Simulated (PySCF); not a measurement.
**Where the electron goes**

SnH2MeI, CH5ISn.
Cartesian coordinates in Å at the PBE0-D3(BJ)/def2-SVP level; atoms count from 1:
```
atom  x, y, z in Å
Sn1    0.5633   -0.6635    0.3984
H2     0.5297   -0.7706    2.1071
H3     2.1627   -0.7709   -0.2029
C4    -0.4926    1.0450   -0.3466
H5    -0.0480    1.9647    0.0602
H6    -1.5461    0.9825   -0.0428
H7    -0.4320    1.0625   -1.4430
I8    -0.7371   -2.8498   -0.5303
```

Level of theory: TDDFT wB97X-D/def2-SVPD, vertical, gas phase, core orbitals frozen in the response, def2 core potentials past Kr in PySCF. Spin–orbit coupling is left out.

Frontier orbitals with the atoms that hold most of them (Löwdin shares over 4%, at most four atoms; ? is withheld):

```
orbital  ε (eV)                            atoms
 HOMO-3  -11.02   C4 31%, Sn1 28%, I8 11%, H3 9%
 HOMO-2  -10.52          I8 60%, Sn1 22%, C4 10%
 HOMO-1   -9.13                   I8 87%, Sn1 8%
   HOMO   -9.12            I8 86%, Sn1 7%, C4 5%
   LUMO       ?                                ?
 LUMO+1    1.51    Sn1 55%, I8 18%, H2 7%, H3 7%
 LUMO+2    1.63  Sn1 27%, C4 19%, I8 19%, H3 10%
```

(1) Which atoms hold the LUMO, and with what shares?

(2) What is the LUMO energy, and the HOMO–LUMO gap?

## Answers

(1) I8 (bonded to Sn) 41%; Sn1 (bonded to C, I and 2 H) 33%; H2 (bonded to Sn) 9%; H3 (bonded to Sn) 9%. By element: iodine 41%, tin 33%, hydrogen 18% or more.

(2) ε(LUMO) = 0.40 eV; the gap is 9.51 eV (0.3496 hartree).

How does S1 compare with the orbital gap of 9.51 eV?

S1 is at 5.02 eV (f = 0.014), 4.50 eV below the gap, made of HOMO-1→LUMO (95%). S1/S2 lie within about 0.01 eV of each other. 

Next come S2 at 5.02 eV (f 0.015), HOMO→LUMO (95%); S3 at 6.78 eV (f 0.046), HOMO→LUMO+1 (81%); S4 at 6.78 eV (f 0.035), HOMO-1→LUMO+1 (84%); S5 at 6.84 eV (f 0.117), HOMO-2→LUMO (43%), HOMO→LUMO+2 (38%).

Orbitals of the list HOMO-3 to LUMO+2 that lie within 0.01 eV of each other are written together with a slash and their weights summed (≥ marks a lower bound); for degenerate orbitals outside that list single weights are arbitrary.

Löwdin shares depend on the basis, the more so with diffuse functions.
